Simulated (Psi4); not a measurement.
Here is a job for Psi4.
```
memory 2 GB

molecule mol {
0 1
  C    -1.183747   -0.061877   -0.031705
  Si    0.560771    0.029313    0.015020
  H    -1.808395    0.813545   -0.086548
  H    -1.715822   -0.997763   -0.007844
  H     1.449146   -1.124808    0.089201
  H     1.326756    1.269910   -0.014852
}

set basis def2-tzvpd
set reference rks

energy('cam-b3lyp')
print_variables()
```

**Question.** Estimate the nuclear repulsion energy that CAM-B3LYP/def2-TZVPD run with Psi4 returns for this input.

**Answer.** 50.7855 Eh

**Question.** Predict the dipole moment from CAM-B3LYP/def2-TZVPD.

**Answer.** 0.91 D

**Question.** Estimate the number of basis functions that CAM-B3LYP/def2-TZVPD returns for this input.

**Answer.** 116

**Question.** Estimate the total energy that CAM-B3LYP/def2-TZVPD returns for this input.

**Answer.** -329.9391 Eh
